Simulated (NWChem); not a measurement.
System: CBrCl₃; SMILES ClC(Cl)(Br)Cl

```xyz
5

Cl     0.2029     1.6553     1.0030
C      0.0000     0.0000     0.4213
Cl    -1.5350    -0.6519     1.0030
Cl     1.3321    -1.0033     1.0030
Br     0.0000     0.0000    -1.5276
```
Atoms are numbered in this order, from 1.

Results from NWChem. STO-3G and 3-21G are far too small for this property and stand as cheap habits. All runs use the structure optimised with PBE0/def2-SVP. GIAO values for the isolated, static molecule; σ is the absolute isotropic shielding, δ = σ(reference) − σ with the isolated reference molecule computed at the same levels (13C: tetramethylsilane). Spin-orbit effects, on the heavy nuclei and on their neighbours, are missing.

### Question
Estimate the computed values for Hartree-Fock/STO-3G. Quantities: σ Cl1 (ppm); δ C2 (ppm); σ Br5 (ppm).

### Answer
```
Property      Value
-----------  ------
σ Cl1 (ppm)   900.2
δ C2 (ppm)    109.3
σ Br5 (ppm)  2426.3
```
